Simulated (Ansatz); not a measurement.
Stepwise reaction of `[OH][InH2]` with hydrogen fluoride, as a gas-phase model of exchange steps in deposition or etching. ΔE in kJ/mol.

Isolated molecules relaxed with PBE0-D4/def2-TZVP in Ansatz; ΔE leaves out vibrations. CBS: MP2 limit from def2 TZ/QZ plus the TZ coupled-cluster correction, frozen cores. This one scheme is used for every species. Functionals use def2-TZVPP. B3LYP here is the variant with VWN-RPA as its local correlation; programs differ in this. Elements past krypton have def2 core potentials. For In outer-core shells are correlated without core-valence functions, which leaves a few kJ/mol of doubt a bond. One conformer a species, not always the lowest.

```json
{"step": "1", "reaction": "`[OH][InH2]` + H–F → `[OH][InH][F]` + H₂", "PBE-D4": "-44.7", "B3LYP-D4": "-46.0", "ωB97M-V": "-42.0", "CCSD(T)/CBS": "-44.2"}
```

Question: Give the row of step 2, `[OH][InH][F]` + H–F → `[OH][In]([F])[F]` + H₂. (An estimate is asked.)

Answer: The calculation gave: 
```tsv
step	reaction	PBE-D4	B3LYP-D4	ωB97M-V	CCSD(T)/CBS
2	`[OH][InH][F]` + H–F → `[OH][In]([F])[F]` + H₂	-17.1	-17.2	-13.9	-14.3
```

Question: By hand: ΔE of the 2 steps together at CCSD(T)/CBS.

Answer: (-44.2) + (-14.3) = -58.5 kJ/mol, or -29.2 kJ/mol a step.

In ΔE each step is higher than the one before. All are downhill at CCSD(T)/CBS. PBE-D4 differs from CCSD(T)/CBS by -2.8 to -0.5 kJ/mol a step. Isolated molecules leave out the surface, adducts and barriers. Largest T1 diagnostic: 0.018.
